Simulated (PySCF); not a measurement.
**A search over the determinants of CsS**

Unrestricted PBE0; basis Cs x2c-TZVPall, S x2c-TZVPall; spin-free X2C with a Gaussian nucleus; PySCF 2.14. Outer shells of the fragments: Cs 6s1; S 3s2 3p4.

Followed along the bond (rough minima from three points):

| 2Ms+1 | unpaired | ⟨S²⟩ at the start | R at minimum (Å) | Te (eV) |
| --- | --- | --- | --- | --- |
| 2 | π ↑ | 0.76 | 3.05 | 0.00 |
| 2 | σ ↑ | 0.75 | 2.84 | 0.09 |
| 4 | σ ↑, π ↑↑ | 3.76 | none in the scan | ≤ 2.85 |

Solutions found at the starting distance of 3.190 Å, counted from the lowest of them; the search is not exhaustive and high or unbound solutions are not listed, so other states can lie among these:

| 2Ms+1 | unpaired | term | E (eV) | ⟨S²⟩ | ⟨Lz²⟩ | μ (D) |
| --- | --- | --- | --- | --- | --- | --- |
| 2 | π ↑ | ²Π | 0.00 | 0.76 | 1.01 | -10.80 |
| 2 | σ ↑ | ²Σ⁺ | 0.24 | 0.75 | 0.00 | -11.41 |
| 4 | σ ↑, π ↑↑ | ⁴Σ⁻ | 2.95 | 3.76 | 0.00 | 1.30 |
| 2 | σ ↓, π ↑↑ | mixed | 2.99 | 1.76 | 0.00 | 1.87 |
| 4 | σ ↑↑, π ↑ | ⁴Π | 3.04 | 3.76 | 1.01 | 1.68 |
| 2 | σ ↑, π ↑↓ | mixed | 3.37 | 1.76 | 2.03 | 1.57 |
| 4 | π ↑↑↑ | ⁴Π | 4.02 | 3.76 | 1.00 | 1.47 |
| 4 | σ ↑, π ↑↑ | mixed | 4.15 | 3.76 | 2.01 | 2.59 |
| 4 | σ ↑, π ↑↑ | mixed | 4.18 | 3.75 | 2.01 | 4.04 |
| 4 | π ↑↑, δ ↑ | ⁴Δ | 4.32 | 3.76 | 4.00 | 0.88 |

A term symbol is given only where ⟨S²⟩ and ⟨Lz²⟩ are close to those of a pure state; real π, δ and φ orbitals otherwise mix terms. A positive dipole means Cs(−)S(+).

Q: Compare the gap between the two lowest followed solutions at the starting distance with the gap between their minima.

A: At PBE0 the second solution (doublet, unpaired electrons σ ↑) lies +0.24 eV from the first (doublet, unpaired electrons π ↑) at 3.190 Å and +0.09 eV at the minima; the two curves relax by different amounts, since their minima lie near 2.84 and 3.05 Å.

Spin–orbit coupling is left out. Counting both spins, an empty level lies below a filled one in some of these solutions, because spin and occupation are held.
